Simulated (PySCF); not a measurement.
Ga(Cl)2(SH) (Cl2GaHS), SMILES [Cl][Ga]([Cl])[SH].

Coordinates come from a PBE0-D3(BJ)/def2-SVP optimisation. Other conformers were not sampled.

Method: TDDFT-PBE/def2-SVPD (PySCF).

Vertical excitations.  State labels are in the subgroup Cs.

Computed excitation energies, oscillator strengths and character:
```csv
state,symmetry,energy (eV),λ (nm),f,main pairs
S1,A",4.57,271,0.006,HOMO→LUMO 100 %
S2,A',5.30,234,0.000,"HOMO→LUMO+1 57 %, HOMO−2→LUMO 25 %, HOMO−1→LUMO 17 %"
S3,A',5.40,229,0.013,"HOMO−1→LUMO 73 %, HOMO−2→LUMO 24 %"
S4,A",5.54,224,0.000,HOMO−3→LUMO 100 %
S5,A',5.79,214,0.150,"HOMO−2→LUMO 43 %, HOMO→LUMO+1 30 %, HOMO−5→LUMO 16 %, HOMO−1→LUMO 8 %"
S6,A",5.88,211,0.000,HOMO−1→LUMO+1 97 %
S7,A",5.94,209,0.000,HOMO−2→LUMO+1 95 %
S8,A",6.13,202,0.028,HOMO−4→LUMO 97 %
S9,A",6.24,199,0.015,HOMO→LUMO+2 98 %
S10,A',6.32,196,0.025,HOMO−3→LUMO+1 87 %
T1,A",4.25,292,0,HOMO→LUMO 99 %
T2,A',4.76,260,0,HOMO→LUMO+1 96 %
T3,A',5.06,245,0,"HOMO−1→LUMO 65 %, HOMO−2→LUMO 32 %"
T4,A',5.10,243,0,"HOMO−2→LUMO 65 %, HOMO−1→LUMO 34 %"
```
Triplets are in the Tamm–Dancoff approximation, which puts them higher than full response would, so one can lie above its singlet here.
